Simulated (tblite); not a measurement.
Run record: tight-binding relaxation, `BBC#C[SiH3]`.

Computed with GFN2-xTB geometry optimisation, gas phase (tblite 0.8.0). Start geometry: from a force field or distance geometry. The command runs a driver script over a list of jobs; the input below is this job's line of settings and its coordinates in Å.

Command:
```bash
OMP_NUM_THREADS=1 python probes_run.py task.json out
```

Input:
```
{"job": {"kind": "relax", "xc": "GFN2-xTB", "basis": "xTB"}, "charge": 0, "multiplicity": 1}
B      2.937600     0.264400    -0.103800
B      1.734000    -0.745300    -0.712000
C      0.259200    -0.442800    -0.379300
C     -0.903600    -0.176200    -0.130000
Si    -2.632500     0.225700     0.291300
H      2.887100     0.430400     1.084800
H      3.013600     1.305800    -0.711600
H      2.007000    -1.914700    -0.693500
H     -2.680000     1.065000     1.514500
H     -3.341800    -1.012300     0.597400
H     -3.275200     1.002800    -0.783800
```

Output:
```
step      E/eV     max force
  0    -310.42581    2.906
  1    -310.64708    2.253
  2    -310.97294    0.831
  3    -311.02548    1.425
  4    -311.04141    1.819
  5    -311.06687    0.363
  6    -311.07462    0.319
  7    -311.08216    0.297
  8    -311.08709    0.205
  9    -311.09193    0.211
... (46 lines left out)
 56    -311.14139    0.020
 57    -311.14153    0.019
 58    -311.14163    0.017
 59    -311.14168    0.016
 60    -311.14170    0.014
 61    -311.14172    0.011
 62    -311.14174    0.013
 63    -311.14177    0.017
 64    -311.14179    0.012
 65    -311.14180    0.009
```

«max force» is the largest atomic force in eV/Å.

From which step on does the largest force stay under 0.1 eV/Å, and how much energy is left to gain from there?

From step 37 (0.060 eV/Å), 5.0 meV above the end.

Summary of the converged run: energy lowered by 16.5 kcal/mol over 65 steps; largest atomic force 0.009 eV/Å at the end.

Give the final coordinates.

0.243 Å rms from the input after alignment:
```
atom  x, y, z in Å
B1     2.8304    0.3709   -0.0543
B2     1.6769   -0.7112   -0.4369
C3     0.2232   -0.4317   -0.1899
C4    -0.9497   -0.1786    0.0117
Si5   -2.7309    0.2072    0.2985
H6     3.3792    0.3750    0.9831
H7     3.1893    1.1971   -0.8068
H8     1.9208   -1.7532   -0.9300
H9    -2.8420    1.0649    1.4825
H10   -3.4666   -1.0436    0.5084
H11   -3.2250    0.9057   -0.8921
```

The run took 0.43 s on one thread, Arm Neoverse N1 (aarch64) (shared host).
Labels such as C1 count atoms from 1, the log's own numbers from 0.
